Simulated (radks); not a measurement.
Results of a calculation; reference values are marked as such.
Q: Orbital eigenvalues (eV) of the antimony ion Sb2+, [Kr] 4d10 5s2 5p1, of relativity; Dirac values are averaged over j with weights 2j + 1. Spin-unpolarised spherical Kohn-Sham, BLYP, point nucleus unless stated (finite: rms radius 4.6802 fm), a radial shooting solver on a logarithmic mesh with Libxc functionals. A level marked "c x" has the speed of light scaled by that factor and shares open shells by 2j + 1; other Dirac levels either fill j = l - 1/2 first or share by 2j + 1.

shell       non-rel.
1s            -29194
2s           -4354.0
2p           -4081.0
3s           -865.49
3p           -752.13
3d           -541.62
4s           -155.78
4p           -117.42
4d           -53.224
5s           -28.155
5p           -20.007
6s (empty)   -9.6729

Give the values at the level "Dirac, c x 2".

A: 
shell       Dirac, c x 2  change of magnitude (%)
1s                -29457                    +0.90
2s               -4417.9                    +1.47
2p               -4100.1                    +0.47
3s               -878.64                    +1.52
3p               -756.22                    +0.54
3d               -539.71                    -0.35
4s               -158.38                    +1.66
4p               -118.05                    +0.54
4d               -52.825                    -0.75
5s               -28.441                    +1.02
5p               -20.026                    +0.09
6s (empty)       -9.7326                    +0.62
